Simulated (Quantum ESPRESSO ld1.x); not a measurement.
Values are calculated unless marked as measured or tabulated.
Q: Isoelectronic series with 41 electrons, each ion in its NIST ground configuration. Level of theory: Dirac Kohn-Sham, PBEsol, spin-unpolarised, spherical densities, point nucleus; open shells fill j = l - 1/2 first (ld1.x of Quantum ESPRESSO 7.5). Total energies (hartree) and mean radii <r> (bohr) (* marks an orbital that is empty in some or all of the ions):

| ion | configuration | E (hartree) | 4d5/2* | 4d3/2 | 5s1/2* |
|---|---|---|---|---|---|
| Nb | [Kr] 4d4 5s1 | -3818.01 | 2.241 | 2.205 | 3.710 |
| Mo+ | [Kr] 4d5 | -4046.78 | 1.903 | 1.881 | 3.247 |
| Tc2+ | [Kr] 4d5 | -4283.20 | 1.625 | 1.610 | 2.827 |
| Ru3+ | [Kr] 4d5 | -4527.19 | 1.444 | 1.432 | 2.525 |
| Rh4+ | [Kr] 4d5 | -4778.77 | 1.311 | 1.301 | 2.296 |
| Pd5+ | [Kr] 4d5 | -5037.95 | 1.208 | 1.198 | 2.113 |
| Ag6+ | [Kr] 4d5 | -5304.76 | 1.123 | 1.114 | 1.962 |

Estimate the row of Cd7+ ([Kr] 4d5).

A: E (hartree) -5579.23; 4d5/2* 1.052; 4d3/2 1.044; 5s1/2* 1.836.
